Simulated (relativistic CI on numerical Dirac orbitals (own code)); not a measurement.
## Sensitivity of the levels of Gd³⁰⁺ to α and to the nuclear radius

Calculated at this level of theory: Dirac-Coulomb-Breit CI, KLI orbitals optimised for each configuration, derivatives by finite differences, unscaled Slater integrals, QED left out (own radial code, finite nucleus).

Configuration list (outside the closed core [Ar] 3d10): 4s2 4p4, 4s 4p5, 4s2 4p3 4d, 4p6, 4s 4p4 4d, 4s2 4p3 4f. Double excitations out of closed p, d and f shells are left out; levels of such configurations are missing from the list, as are those of other unlisted configurations, and high levels can miss mixing partners.

With x = (α/α₀)² − 1 an excitation energy changes as ω = ω₀ + qx; K = 2q/ω₀ is the relative enhancement. Terms are leading LS components, so labels can repeat. The field-shift factor is F = δν/δ⟨r²⟩ for the transition from the lowest level.

Lowest level 4s2 4p4 3P_2.

| Level | ω₀ (cm⁻¹) | q (cm⁻¹) | K | F (GHz/fm²) |
| --- | --- | --- | --- | --- |
| 4s2 4p4 1S_0 | 64645 | 6176 | 0.191 | -1.49 |
| 4s2 4p4 3P_1 | 328247 | 391700 | 2.39 | -28.6 |
| 4s2 4p4 1D_2 | 359704 | 390300 | 2.17 | -28.5 |
| 4s2 4p4 3P_0 | 716884 | 779100 | 2.17 | -61.3 |
| 4s 4p5 3P°_2 | 918991 | 359300 | 0.782 | -481 |
| 4s2 4p3 4d 3P°_1 | 950627 | 180300 | 0.379 | -211 |
| 4s2 4p3 4d 3F°_2 | 972351 | 68230 | 0.14 | -40.7 |
| 4s2 4p3 4d 3P°_0 | 983403 | 38590 | 0.0785 | 7.24 |
| 4s2 4p3 4d 3F°_3 | 986294 | 40440 | 0.082 | 8.36 |
| 4s2 4p3 4d 3F°_4 | 1046018 | 105500 | 0.202 | 9.3 |
| 4s 4p5 3P°_1 | 1061096 | 308800 | 0.582 | -323 |
| 4s2 4p3 4d 3D°_2 | 1100318 | 186300 | 0.339 | -79 |
| 4s2 4p3 4d 3D°_3 | 1134226 | 133300 | 0.235 | 6 |
| 4s2 4p3 4d 3D°_1 | 1174495 | 163400 | 0.278 | -38.1 |
| 4s 4p5 3P°_0 | 1233839 | 638900 | 1.04 | -374 |
| 4s2 4p3 4d 3D°_1 | 1257420 | 496100 | 0.789 | -154 |
| 4s2 4p3 4d 3F°_2 | 1269858 | 411900 | 0.649 | -19.2 |
| 4s2 4p3 4d 3F°_3 | 1291769 | 419100 | 0.649 | -18.9 |
| 4s2 4p3 4d 1S°_0 | 1296101 | 537500 | 0.829 | -164 |
| 4s2 4p3 4d 3D°_1 | 1314385 | 591100 | 0.899 | -256 |
| 4s2 4p3 4d 3G°_4 | 1323896 | 420900 | 0.636 | -19 |
| 4s2 4p3 4d 3D°_3 | 1338351 | 485500 | 0.725 | -18.2 |
| 4s2 4p3 4d 5D°_4 | 1345658 | 474200 | 0.705 | -17.4 |

At this charge energies of transitions that change n are usually good to better than 1 %, and those within a shell (Δn = 0) to a few per cent.
